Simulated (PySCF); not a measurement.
Isomers of C6H11NOSi, mass 141.061 u with the commonest isotopes. Theory: PBE0/pcSseg-1 in PySCF (dipole) on a GFN2-xTB geometry, gas phase. One conformer each, none proved a minimum here; rigid rotors.

Problem. Order these by rotational constant C, largest first.
A. `[CH3:1][CH2:2][Si@H:3]1[C:4](=[O:5])[CH:6]=[C:7]1[CH2:8][NH2:9]` with C1–C2–Si3–C4 -162°, C6–C7–C8–N9 142°, C7–C8–N9–H -67° and 174°
B. `[H]/[N:7]=[CH:6]/[C@@H:5]1[CH:4]=[C:3]([O:2][CH3:1])[CH2:9][SiH2:8]1` with C1–O2–C3–C4 -1°, C4–C5–C6–N7 -140°
C. `[CH2:1]=[CH:2]/[CH:3]=[N:4]/[SiH2:5][C:6](=[CH2:7])[O:8][CH3:9]` with C1–C2–C3–N4 180°, C3–N4–Si5–C6 122°, N4–Si5–C6–C7 6°, Si5–C6–O8–C9 180°
D. `[H]/[N:5]=[CH:4]/[C@:3]([CH:2]=[CH2:1])([CH:6]=[O:7])[CH2:8][SiH3:9]` with C1–C2–C3–C4 7°, C2–C3–C4–N5 -101°, C2–C3–C6–O7 -132°, C2–C3–C8–Si9 80°

Solution. D (966.7 MHz), A (724.2 MHz), B (681.1 MHz), C (474.0 MHz).

Problem. Order these by out-of-plane moment Σ m c² = (Ia + Ib − Ic)/2, largest first.
A. `[H]/[N:7]=[CH:6]/[C@@H:5]1[CH:4]=[C:3]([O:2][CH3:1])[CH2:9][SiH2:8]1` with C1–O2–C3–C4 -1°, C4–C5–C6–N7 -140°
B. `[H]/[N:5]=[CH:4]/[C@:3]([CH:2]=[CH2:1])([CH:6]=[O:7])[CH2:8][SiH3:9]` with C1–C2–C3–C4 7°, C2–C3–C4–N5 -101°, C2–C3–C6–O7 -132°, C2–C3–C8–Si9 80°
C. `[CH2:1]=[CH:2]/[CH:3]=[N:4]/[SiH2:5][C:6](=[CH2:7])[O:8][CH3:9]` with C1–C2–C3–N4 180°, C3–N4–Si5–C6 122°, N4–Si5–C6–C7 6°, Si5–C6–O8–C9 180°
D. `[CH3:1][CH2:2][Si@H:3]1[C:4](=[O:5])[CH:6]=[C:7]1[CH2:8][NH2:9]` with C1–C2–Si3–C4 -162°, C6–C7–C8–N9 142°, C7–C8–N9–H -67° and 174°

Solution. B (106.66 u·Å²), D (26.80 u·Å²), A (20.77 u·Å²), C (19.33 u·Å²).

Problem. Order these by rotational constant B, smallest first.
A. `[CH2:1]=[CH:2]/[CH:3]=[N:4]/[SiH2:5][C:6](=[CH2:7])[O:8][CH3:9]` with C1–C2–C3–N4 180°, C3–N4–Si5–C6 122°, N4–Si5–C6–C7 6°, Si5–C6–O8–C9 180°
B. `[CH3:1][CH2:2][Si@H:3]1[C:4](=[O:5])[CH:6]=[C:7]1[CH2:8][NH2:9]` with C1–C2–Si3–C4 -162°, C6–C7–C8–N9 142°, C7–C8–N9–H -67° and 174°
C. `[H]/[N:5]=[CH:4]/[C@:3]([CH:2]=[CH2:1])([CH:6]=[O:7])[CH2:8][SiH3:9]` with C1–C2–C3–C4 7°, C2–C3–C4–N5 -101°, C2–C3–C6–O7 -132°, C2–C3–C8–Si9 80°
D. `[H]/[N:7]=[CH:6]/[C@@H:5]1[CH:4]=[C:3]([O:2][CH3:1])[CH2:9][SiH2:8]1` with C1–O2–C3–C4 -1°, C4–C5–C6–N7 -140°

Solution. A (514.0 MHz), D (906.0 MHz), C (1116 MHz), B (1153 MHz).

| SMILES | point group | Ia (u·Å²) | Ib (u·Å²) | Ic (u·Å²) | κ | μa (D) | μb (D) | μc (D) |
| --- | --- | --- | --- | --- | --- | --- | --- | --- |
| CC[Si@H]1C(=O)C=C1CN | C1 | 313.00 | 438.40 | 697.81 | -0.04 | 4.06 | 2.29 | 0.54 |
| [H]/N=C/[C@@H]1C=C(OC)C[SiH2]1 | C1 | 225.79 | 557.81 | 742.05 | -0.71 | 1.73 | 0.45 | 1.20 |
| [H]/N=C/[C@](C=C)(C=O)C[SiH3] | C1 | 283.48 | 452.65 | 522.81 | -0.63 | 0.86 | 1.97 | 1.01 |
| C=C/C=N/[SiH2]C(=C)OC | C1 | 121.61 | 983.15 | 1066.10 | -0.98 | 0.89 | 0.91 | 1.17 |
